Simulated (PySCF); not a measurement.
How methods differ on the ionisation energy of Tl²⁺

Tl²⁺ [Xe] 4f14 5d10 6s1 [6s1/2^1, M_J = 1/2] → Tl³⁺ [Xe] 4f14 5d10, as a difference of total energies. All numbers are calculated (PySCF 2.14, the two-component X2C-1e Hamiltonian, in x2c-QZVPPall-2c (16s16p12d7f1g, 182 functions)). Correlated levels: [Kr] 4d10 4f14 frozen; the 58 highest virtual spinors dropped. "Screened" scales the spin-orbit matrix elements by Boettger's factors to mimic the two-electron term; Breit and QED terms are absent.

```tsv
method	ionisation energy (eV)
GHF (spin-free)	28.166
GMP2 (spin-free)	29.898
GHF (screened spin-orbit)	28.189
GMP2 (screened spin-orbit)	29.927
```

Problem. How much does correlation contribute at GMP2 (screened spin-orbit)?

Solution. 29.927 − (28.189) = 1.738 eV, measured against GHF (screened spin-orbit).

For comparison: 29.852 eV (measured; NIST Atomic Spectra Database, ionization energies).
